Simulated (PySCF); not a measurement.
Input of a response calculation (the driver script's job line, then coordinates in Å):

```
{"job": {"kind": "uv", "xc": "wB97X-D", "basis": "def2-SVPD", "nstates": 8, "ntriplets": 3}, "charge": 0, "multiplicity": 1}
C     -1.906059     0.349200     0.255442
C     -1.149788    -0.962757     0.248234
Se     0.567689    -0.864178     1.217932
Si     1.696683     0.486956    -0.239905
O      3.258778     0.467661     0.168560
H     -2.877112     0.215954    -0.219162
H     -1.357552     1.117187    -0.286037
H     -2.064872     0.691163     1.276054
H     -1.717281    -1.744936     0.754697
H     -0.921203    -1.289246    -0.767093
H      1.319134     1.884761    -0.106022
H      1.474285    -0.057450    -1.578965
H      3.672908    -0.293829     0.567072
```

Level of theory: TDDFT wB97X-D/def2-SVPD, vertical, gas phase, core orbitals frozen in the response (PySCF). Job line and output are in the format of a driver script around the code.

**Question.** What does the script print for it, SCF cycles aside?

**Answer.** 
```
converged SCF energy = -2846.8785192603

Static polarisability (au): isotropic 83.702, principal 71.086 82.224 97.796

Singlet excitations
state   eV       nm        f      main configurations
  1   4.7385    261.7   0.00058   H->L 0.88
  2   5.9218    209.4   0.05283   H->L+1 0.83
  3   6.4070    193.5   0.00093   H->L+2 0.28, H->L+3 0.22, H->L+4 0.18
  4   6.5767    188.5   0.03001   H-1->L 0.71
  5   6.7705    183.1   0.02725   H->L+2 0.53, H->L+4 0.12, H->L+3 0.11
  6   7.1110    174.4   0.04204   H->L+4 0.57, H->L+3 0.21, H->L+5 0.08
  7   7.1378    173.7   0.02951   H->L+5 0.34, H->L+3 0.25, H->L+6 0.20
  8   7.3621    168.4   0.00422   H->L+6 0.48, H->L+5 0.37

Triplet excitations (Tamm-Dancoff, eV): 4.4238 5.6029 5.9080
```

Isolated species at its GFN2-xTB geometry (one conformer only). Relativistic effects, spin–orbit coupling among them, are left out although an element past zinc is present.

H and L stand for HOMO and LUMO.

On one thread of an Arm Neoverse V1, on a shared host, this took 39 s wall and 0.82 GiB of memory at its peak.

Shape of the structure used: `[CH3:1][CH2:2][Se:3][SiH2:4][OH:5]`: C1–C2–Se3–Si4 -69°, C2–Se3–Si4–O5 -168°, H–O5–Si4–Se3 31°.

Note: wB97X-D ran without an empirical dispersion term, which enters the total energy and its gradient alone.
